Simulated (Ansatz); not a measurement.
CH$_{4}$BFOSi. The species carries charge 0 and has multiplicity 1. The bonds changed during the relaxation, so this is another structure than the one it started from.

Z-matrix (Å, degrees):
```
C
B 1 1.527
Si 1 1.836 2 114.9
O 1 1.479 2 118.3 3 -66.2
H 1 1.090 2 121.3 3 146.1
F 2 1.330 1 119.0 3 -121.8
H 2 1.199 1 122.8 3 54.6
H 3 1.476 1 122.6 2 -9.3
H 3 1.476 1 119.5 2 148.3
```

**Question.** What are the harmonic wavenumbers in cm⁻¹ at PBE0-D4/def2-TZVP (Ansatz, finite differences of forces, unscaled)? (An estimate is asked.)

**Answer.** Computed: 117, 191, 246, 427, 502, 625, 652, 733, 787, 895, 914, 964, 1021, 1067, 1138, 1226, 1401, 2269, 2289, 2618, 3124.

**Question.** Is this a minimum?

**Answer.** Yes, all 21 modes are real.

**Question.** Give the ideal-gas thermochemistry at 298.15 K and 1 bar (rigid rotor, harmonic oscillator; point group C1, symmetry number 1).

**Answer.** Zero-point energy 138.8 kJ/mol; H(298) − E = 156.6 kJ/mol; entropy 319.1 J/(mol·K), of which translation 165.0, rotation 110.0, vibration 44.2; G(298) − E = 61.4 kJ/mol.

**Question.** Rotational constants (cm⁻¹)?

**Answer.** 0.3641, 0.07389, 0.06775.
